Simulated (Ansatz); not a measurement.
Species: sum formula SnH3F, charge 0, multiplicity 1. 
Structure (B3LYP-D3(BJ)/def2-TZVP (Ansatz, a program for electronic structure) minimum search):
```xyz
5

F      1.6041    -0.2911     0.4041
Sn    -0.2491     0.0452    -0.0628
H     -0.2109     1.4949    -0.9596
H     -0.7176    -1.3174    -0.9745
H     -1.0525     0.1821     1.4351
```
Charge 0, spin multiplicity 1.

Basis-set convergence of Hartree-Fock and CCSD correlation energies (hartree) with Ansatz. Correlated levels leave the core frozen unless marked. Spin-orbit coupling is left out. The frozen core is the preceding noble-gas configuration, with the filled d and f shells of earlier blocks. Past Kr the def2 sets carry scalar-relativistic core potentials.

```
basis        functions       E(HF)  E(corr, CCSD)
-----------  ---------  ----------  -------------
def2-SVPD           79  -314.45662       -0.32348
def2-TZVPPD        147  -314.58866       -0.39635
def2-QZVPPD        253  -314.59538       -0.42397
```

Extrapolating the two largest sets (X = 3 and 4) as X^-3: E(corr) = (64·(-0.42397) - 27·(-0.39635))/37 = -0.4441 Eh, an estimate of the basis-set limit. The largest set recovers 95.5 % of it, the smallest 72.8 %.
